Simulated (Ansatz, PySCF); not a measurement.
Process, species as SMILES: II -> 2 I atom (the I-I bond at the site shown breaks; other sites are not compared here)
Structures are relaxed separately at B3LYP-D3(BJ)/def2-TZVP in Ansatz (an electronic-structure program).

Quantity: bond dissociation energy (enthalpy at 298 K, with B3LYP-D3(BJ) rigid-rotor harmonic-oscillator terms from PySCF), in kcal/mol. Valence correlation only, unless marked. UHF or UKS for open shells. Spin-orbit coupling is left out. The frozen core is the preceding noble-gas configuration, with the filled d and f shells of earlier blocks. Past Kr the def2 sets carry scalar-relativistic core potentials. STO-3G rows are all-electron and non-relativistic. CBS(X,Y): correlation extrapolated as X^-3; Hartree-Fock from the larger set.

| level | program | bond dissociation energy (kcal/mol) |
|---|---|---|
| revPBE-D3(BJ)/def2-TZVPD | Ansatz + dftd3 | 48.8 |
| r2SCAN-D3(BJ)/def2-TZVPD | Ansatz + dftd3 | 47.1 |
| B97M-V/def2-TZVPD | Ansatz | 45.2 |
| PBE0-D3(BJ)/def2-TZVPD | Ansatz + dftd3 | 48.1 |
| HSE06/def2-TZVPD | Ansatz | 47.2 |
| B2PLYP/def2-TZVPD | Ansatz | 43.0 |
| MP2/def2-SVP | Ansatz | 34.2 |
| MP2/def2-QZVPP | Ansatz | 47.3 |
| MP2/def2-QZVPPD | Ansatz | 47.3 |
| SCS-MP2/def2-SVPD | Ansatz | 33.6 |
| SCS-MP2/def2-TZVPPD | Ansatz | 41.0 |
| SCS-MP2/def2-QZVPPD | Ansatz | 44.9 |
| CCSD(T)/STO-3G | Ansatz | 45.1 |
| CCSD(T)/def2-QZVPP | Ansatz | 44.8 |
| CCSD(T)/CBS(def2-TZVPPD,def2-QZVPPD) | Ansatz | 47.2 |
